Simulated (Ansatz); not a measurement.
Q: Predict a relaxed structure of NiPt₂, charge 0, singlet, at PBE0-D4/def2-TZVP (Ansatz).

A: 
```xyz
3

Pt   -0.2378   -0.8500    1.0803
Pt    0.2398    1.3698    0.1116
Ni   -0.0019   -0.5198   -1.1919
```
Point group C2v (tolerance 0.1 Å). This is one stationary point.

In the def2 sets Pt takes a core potential; there is no spin–orbit coupling. The restricted singlet is unstable towards broken spin symmetry in Hartree–Fock (as tested in another run); at PBE0-D4/def2-TZVP this wasn't settled. At PBE0-D4/def2-TZVP a triplet of charge 0 lies 0.60 eV below the restricted singlet, each at its own geometry. The structure comes from a short search, and lower isomers may exist.
